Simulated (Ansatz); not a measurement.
Geometry optimisation, RKS PBE0-D4/6-31G in Ansatz.

The input (input.yaml):

```yaml
crystal:
  periodic: [false, false, false]
  atoms:
    - { symbol: Si, position_ang: [0.0, 0.0, 0.0] }
    - { symbol: F, position_ang: [0.0, 0.0, 1.59] }
    - { symbol: O, position_ang: [1.5842, 0.0, -0.5594] }
    - { symbol: Si, position_ang: [2.4906, -1.3762, -0.8866] }
    - { symbol: H, position_ang: [1.6598, -2.3521, -1.5857] }
    - { symbol: H, position_ang: [3.6318, -1.0202, -1.7249] }
    - { symbol: H, position_ang: [2.9691, -1.9538, 0.366] }
    - { symbol: H, position_ang: [-0.6877, 1.1914, -0.4862] }
    - { symbol: H, position_ang: [-0.6877, -1.1914, -0.4862] }
basis:
  gaussian: { orbitals: "6-31G" }
hamiltonian:
  xc: pbe0
  dispersion: d4
relax:
  f_tol: 0.02
  max_steps: 40
```

Run as:

```bash
$ ansatz run input.yaml --threads 1 --pin off --max-ram 2048MiB --backend cpu --events-out ev --progress --plain --runs-dir out
```

Question: Where does it end, and by what steps?

Answer: The forces met the threshold. The force dipped under the threshold on the way, but the program's further checks kept it going. Limits of this set-up: no polarisation functions. After 12 steps the energy has fallen by 0.515 eV; H9 moved furthest, 0.84 Å.

```tsv
step	energy less start (eV)	largest force component (eV/Å)	accepted
0	0.0000	3.747	yes
1	-0.3075	1.989	yes
2	-0.4241	0.297	yes
3	-0.4760	0.181	yes
4	-0.5017	0.119	yes
5	-0.5111	0.045	yes
6	-0.5141	0.011	yes
7	-0.5122	0.120	no
8	-0.5145	0.035	yes
9	-0.5146	0.061	yes
10	-0.5150	0.042	yes
11	-0.5154	0.002	yes
12	-0.5155	0.009	yes
```

```xyz
9
Properties=species:S:1:pos:R:3
Si -0.194 0.026 0.007
F -0.117 0.080 1.697
O 1.161 -0.721 -0.599
Si 2.619 -1.515 -0.936
H 2.326 -2.762 -1.721
H 3.495 -0.603 -1.748
H 3.314 -1.874 0.347
H -0.237 1.443 -0.472
H -1.407 -0.776 -0.348
```

Whether the end is a true minimum wasn't checked by a vibrational analysis.

The run took 21 s on 1 thread of Intel(R) Xeon(R) 6975P-C (Granite Rapids) (shared host), peak memory 0.15 GiB.
